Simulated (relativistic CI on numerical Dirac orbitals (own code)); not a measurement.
# Pr⁴⁺: 3d photoemission

Computed with this model: Dirac-Coulomb-Breit CI, orbitals from a KLI potential per configuration, a model potential for QED, multiplet model of photoemission in the sudden approximation, unscaled Slater integrals; configurations [Xe] 4f → [Ar] 3d9 4s2 4p6 4d10 4f 5s2 5p6; 300 K; Lorentzian 0.63 eV and Gaussian 0.7 eV FWHM. Energies are those of the free ion, without screening or charge transfer. The energies are binding energies and can lie tens of eV above those of solids. S is read from ⟨S²⟩ = S(S + 1).

Computed curve for free ion, scaled to 100 at the maximum (points under 2 are left out and the grid is thinned):

Energy (eV), Intensity and a bar:
```
    987.3        2.0 
    987.6        2.4 
    988.0        3.2 
    988.3        4.2 #
    988.7        6.9 ##
    989.0       10.9 ###
    989.4       18.0 #####
    989.7       24.2 #######
    990.1       32.7 ##########
    990.4       38.3 ###########
    990.8       61.6 ###################
    991.1       89.2 ###########################
    991.5       92.5 ############################
    991.8       78.9 ########################
    992.2       86.8 ##########################
    992.5       98.6 ##############################
    992.9       93.4 ############################
    993.2       73.7 ######################
    993.6       46.1 ##############
    993.9       30.5 #########
    994.2       18.5 #####
    994.6        9.6 ##
    994.9        6.6 #
    995.3        4.6 #
    995.6        3.9 #
    996.0        3.5 
    996.3        4.0 #
    996.7        5.3 #
    997.0        5.2 #
    997.4        3.4 
    997.7        2.2 
   1008.9        2.5 
   1009.2        3.1 
   1009.6        4.6 #
   1009.9        6.6 #
   1010.3       12.9 ###
   1010.6       24.4 #######
   1011.0       52.6 ################
   1011.3       67.3 ####################
   1011.7       56.5 #################
   1012.0       47.1 ##############
   1012.3       45.1 #############
   1012.7       40.9 ############
   1013.0       44.2 #############
   1013.4       53.6 ################
   1013.7       44.2 #############
   1014.1       21.3 ######
   1014.4       11.4 ###
   1014.8        6.2 #
   1015.1        4.6 #
   1015.5        3.7 #
   1015.8        3.6 
   1016.2        4.5 #
   1016.5        7.2 ##
   1016.9       14.8 ####
   1017.2       19.0 #####
   1017.6       14.0 ####
   1017.9        7.7 ##
   1018.3        3.4 
   1018.6        2.2
```

The ground state has S = 0.50, and the centroid lies at 1000.27 eV.
